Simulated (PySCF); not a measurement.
## Ru (ruthenium, neutral) across methods

[Kr] 4d6 5s1 5p1, one real determinant (an excited configuration). Calculation: PySCF 2.14, in ANO-RCC-VTZP (7s6p4d2f1g, 68 functions); the spin-free X2C one-electron Hamiltonian (Gaussian nucleus).

```tsv
method	E (hartree)	mean ε 4d β (eV)	mean ε 5s α (eV)	mean ε 5p α (eV)	Σ⟨r²⟩ (bohr²)	⟨S²⟩
UHF	-4527.79009	-12.327	-9.505	-5.159	60.99	12.003
LDA	-4525.00	-7.235	-6.747	-2.482	60.60	12.000
r2SCAN	-4530.08	-7.290	-6.802	-2.574	60.30	12.001
B97-3	-4529.75	-8.874	-7.229	-3.080	60.60	12.001
PBE0	-4529.75	-8.685	-7.378	-3.164	60.47	12.001
PBE	-4529.68	-7.154	-6.505	-2.393	60.63	12.001
BLYP	-4530.21	-7.180	-6.260	-2.114	60.85	12.001
B3LYP	-4530.12	-8.533	-7.131	-2.891	60.66	12.001
```

⟨L²⟩ = 8.06 against 12 for a pure F term, so this real determinant mixes terms.
